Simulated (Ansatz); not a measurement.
Frontier orbitals of CH3NOSe (`NC(O)=[Se]`).

Cartesian coordinates in Å:
```
N 0.1866 0.8192 -0.6339
C 0.0997 -0.1908 0.2256
O -1.0753 -0.8101 0.1426
Se 1.3924 -0.6946 1.3806
H 1.0292 1.3618 -0.6627
H -0.5805 1.0380 -1.2476
H -1.0522 -1.5234 0.7954
```

Charge 0, multiplicity 1. Correlated methods include outer-core shells of Se, which these sets cover unevenly. Scalar relativity is left out up to krypton. The geometry is a stationary point of PBE0-D4/def2-TZVP. It is one conformer, not always the lowest. Basis def2-TZVPP, the Gaussian-basis code of Ansatz.

```tsv
functional	HOMO (eV)	LUMO (eV)	gap (eV)
PBE	-5.01	-1.47	3.54
BLYP	-4.84	-1.35	3.49
PBE0	-6.13	-0.57	5.56
r2SCAN0	-6.30	-0.46	5.84
CAM-B3LYP	-7.40	0.54	7.94
ωB97X-V	-8.40	1.62	10.02
ωB97M-V	-8.27	1.59	9.86
```

From PBE to PBE0 the HOMO moves by −1.13 eV and the LUMO by +0.90 eV, and with ωB97M-V by −3.26 and +3.06 eV, so the gap grows from 3.54 to 9.85 eV with exact exchange. A positive LUMO is unbound and depends on the basis.
